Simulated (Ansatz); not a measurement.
Calculated with Ansatz (gas phase, PBE0-D4/def2-TZVP geometries, no zero-point term in ΔE). CCSD(T)/CBS is the MP2 limit (def2-TZVPP, def2-QZVPP) plus CCSD(T) − MP2 in def2-TZVPP, frozen cores. Functionals use def2-TZVPP. Each species was taken in one conformer, which may not be the lowest.

Consider the formal exchange of groups at the Si–C bond: `C=C[SiH2]C=N` + `OC(F)F` → `C=C[SiH2]O` + `N=CC(F)F`.

Question: Is it downhill or uphill in electronic energy at CCSD(T)/CBS, and by how much? (An estimate is asked.)

Answer: The calculation gave: Downhill: ΔE = -25.1 kcal/mol.

Question: What do these levels give: r2SCAN-D4, r2SCAN, PBE0, MP2/def2-TZVPP, HF/def2-QZVPP, SCS-MP2/def2-QZVPP? (Estimate.)

Answer: The calculation gave: r2SCAN-D4 -23.7, r2SCAN -23.8, PBE0 -22.6, MP2/def2-TZVPP -25.4, HF/def2-QZVPP -26.4, SCS-MP2/def2-QZVPP -26.2 kcal/mol.

Largest T1 diagnostic among the species: 0.012.

In def2-TZVPP, CCSD(T) changes the Hartree–Fock value by +1.8 kcal/mol (the triples alone add +0.5 kcal/mol) and MP2 by +0.7 kcal/mol. From PBE to PBE0 (25 % exact exchange), in def2-TZVPP and without D4, ΔE moves by −0.8 kcal/mol.
